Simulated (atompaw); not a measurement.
# Building the PAW (atompaw) potential for Ta (Z = 73) (PBE, scalar-relativistic).

- Element: tantalum
- Generator: atompaw 4.2.0.5
- Type: PAW
- Functional: PBE
- Relativity: scalar-relativistic
- Frozen core: [Xe] 4f14
- Valence charge: 5
- Reference configuration: 5d4 6s1 6p0
- Partial waves: 6s (bound): rc 3.00 bohr; 6s channel at 1.7 Ry: rc 3.00 bohr; 6p (bound, empty): rc 3.00 bohr; 6p channel at 4.1 Ry: rc 3.00 bohr; 5d (bound): rc 2.80 bohr; 5d channel at 0.95 Ry: rc 2.80 bohr
- Local potential: bessel scheme, radius 2.55 bohr
- Core correction: smooth core density matched at 2.00 bohr
- Augmentation charge: gaussian compensation charge, radius 2.35 bohr; PAW radius 3.00 bohr; waves and projectors: custom polynom vanderbiltortho

All-electron outer shells of the reference configuration (PBE, scalar-relativistic, ld1.x):

```json
{"shell": "5p", "level (eV)": "-37.84", "outermost node (bohr)": "0.58", "outermost maximum (bohr)": "1.13"}
{"shell": "4f", "level (eV)": "-23.01", "outermost node (bohr)": "–", "outermost maximum (bohr)": "0.44"}
{"shell": "6s", "level (eV)": "-4.96", "outermost node (bohr)": "1.33", "outermost maximum (bohr)": "2.81"}
{"shell": "5d", "level (eV)": "-2.64", "outermost node (bohr)": "0.65", "outermost maximum (bohr)": "1.60"}
{"shell": "6p", "level (eV)": "-1.21", "outermost node (bohr)": "1.61", "outermost maximum (bohr)": "4.09"}
```

(1) Estimate the cutoffs (Ry, on a coarse ladder) from which the occupation-weighted sum of valence levels, in a spherical-Bessel basis at the reference potential, stays within 10 and 1 mRy of its value at 400 Ry.

(2) What does a ghost test show?

(3) Is the overlap operator S = 1 + Σ q|β⟩⟨β| positive definite (Bessel basis up to 400 Ry)?

(4) Which valence shell sets the plane-wave cutoff?

Results:

(1) 10 Ry and 18 Ry.

(2) No extra level below or beside the all-electron valence levels (s, p, d, f tested).

(3) Yes: its lowest eigenvalue is 0.11 (s channel).

(4) 5d: its level needs 12 Ry to come within 1 mRy, against 6 Ry for 6s.
